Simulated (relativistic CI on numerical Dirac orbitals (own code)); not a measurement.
## Hf⁴⁸⁺: what numerical and physical settings do to a radial Dirac CI calculation

Reference input:

```
atom Hf  Z=72  charge=48  electrons=24
nucleus A=180  rms_radius_fm=5.3470
hamiltonian dirac-coulomb  breit=on  qed=on  c_scale=1
orbitals kli  potential=per-configuration
slater_scale 1
correlation none
mixing on
grid step=0.0125 r_max=2.7
scf mixing=0.4 start=green max_iterations=150 tolerance=2e-08 node_fill=0.05
configurations
  [Ar] 3d6
end
```

Computed lowest total energy -13173.37858 Ha, first excitation 66236.4 cm⁻¹, 10 SCF steps. Runs with settings changed; * marks those that are bad on purpose:

```csv
Changed,Outcome,Lowest level,ΔE (Ha),First excitation (cm⁻¹),SCF steps,Message
iteration limit 30,converged,3d6 3F_4,0,66236.4,10,
nuclear radius 4.8123 fm,converged,3d6 3F_4,-0.329,66236.4,10,
Breit term off,converged,3d6 3F_4,-14.5,60790.0,10,
configuration list: extra electron *,refused,,,,0,"configuration [Ar] 3d6 4s has 25 electrons, the ion has 24"
SCF tolerance 0.01 *,converged,3d6 3F_4,5.24e-05,66238.6,5,
```
